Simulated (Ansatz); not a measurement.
Method: frozen-core CCSD(T)/cc-pVTZ // PBE0-D4/def2-TZVP (Ansatz, an electronic-structure program).

Ansatz 0.2 input:
```yaml
crystal:
  periodic: [false, false, false]
  atoms:
    - { symbol: N, position_ang: [-1.046152, -0.669161, 0.059929] }
    - { symbol: B, position_ang: [0.211711, -0.063953, 0.002083] }
    - { symbol: S, position_ang: [0.45574, 1.735001, -0.13275] }
    - { symbol: S, position_ang: [1.692251, -1.127871, 0.064511] }
    - { symbol: H, position_ang: [-1.908174, -0.155711, 0.031285] }
    - { symbol: H, position_ang: [-1.167568, -1.664178, 0.134644] }
    - { symbol: H, position_ang: [-0.83939, 2.091731, -0.143601] }
    - { symbol: H, position_ang: [2.601583, -0.145858, -0.016098] }
basis:
  gaussian: { orbitals: cc-pVTZ }
correlation:
  method: ccsd_t
```

Output:

```
Functional definition: HF
1056 factors; integrals over basis functions are off by at most 1.1e-3 eV
mean field evaluation 1: about -23853.0123 eV, gradient 3.4e1 eV
mean field evaluation 2: about -23853.2451 eV, gradient 3.4e1 eV
mean field evaluation 4: about -23856.1138 eV, gradient 3.5e0 eV
mean field evaluation 8: about -23856.1709 eV, gradient 2.4e-1 eV
mean field evaluation 16: about -23853.0125 eV, gradient 3.4e1 eV
mean field -23856.17131572 eV, -876.6981255589 hartree, gradient 2.7e-6 eV, S^2 0.000000; 0 other end points of the search recorded, 0 dependent functions left out
12 core orbitals not correlated
reference -23856.17131572 eV, -876.6981255589 hartree; 12, 12 occupied and 160, 160 virtual orbitals, 1056 factors
second order -18.19042966 eV of doubles, -0.00000000 eV of singles
cycle   1  -18.87953525 eV  change   -6.9e-1 eV  update   9.1e-2
cycle   2  -19.32229169 eV  change   -4.4e-1 eV  update   2.6e-2
cycle   3  -19.40220343 eV  change   -8.0e-2 eV  update   1.3e-2
cycle   4  -19.39424172 eV  change    8.0e-3 eV  update   3.3e-3
cycle   5  -19.39383079 eV  change    4.1e-4 eV  update   1.3e-3
cycle   6  -19.39349195 eV  change    3.4e-4 eV  update   3.5e-4
cycle   7  -19.39340983 eV  change    8.2e-5 eV  update   1.1e-4
cycle   8  -19.39344160 eV  change   -3.2e-5 eV  update   3.6e-5
cycle   9  -19.39344576 eV  change   -4.2e-6 eV  update   1.3e-5
perturbative correction -0.86904359 eV, -0.0319367628 hartree
Total energy: -23876.43380506 eV, -877.4427583080 hartree
```

Cost: about 70 core-seconds (a rough figure).
